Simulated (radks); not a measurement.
All-electron atom: Zr4+ in [Kr].

Method: Dirac Kohn-Sham, PBE, spin-unpolarised, spherical densities, finite nucleus; Fermi nuclear charge, rms radius 4.2694 fm; computed with a radial shooting solver on a logarithmic mesh with Libxc functionals.

Energy parts (eV):
total: -97854.529
kinetic: 101128.045
electron-nucleus: -234619.399
Hartree: 38709.136
exchange-correlation: -3072.311

Orbitals (lengths in bohr, moments of r in powers of bohr):
| orbital | occ. | eigenvalue (eV) | <r^2> |
|---|---|---|---|
| 1s1/2 | 2 | -17859.72 | 0.001853 |
| 2s1/2 | 2 | -2511.526 | 0.03111 |
| 2p1/2 | 2 | -2302.673 | 0.02360 |
| 2p3/2 | 4 | -2216.821 | 0.02498 |
| 3s1/2 | 2 | -447.3806 | 0.2408 |
| 3p1/2 | 2 | -369.6420 | 0.2412 |
| 3p3/2 | 4 | -355.9596 | 0.2522 |
| 3d3/2 | 4 | -218.9730 | 0.2449 |
| 3d5/2 | 6 | -216.4710 | 0.2486 |
| 4s1/2 | 2 | -95.5462 | 1.598 |
| 4p1/2 | 2 | -74.0897 | 1.917 |
| 4p3/2 | 4 | -72.1674 | 1.993 |

The highest occupied level is 4p3/2 at -72.167 eV. Summed over all electrons, <r^2> = 19.66 bohr^2, which gives a Langevin (diamagnetic) susceptibility term of -15.6 x 10^-6 cm^3/mol. The density falls to 0.001 e/bohr^3 at r = 2.89 bohr.
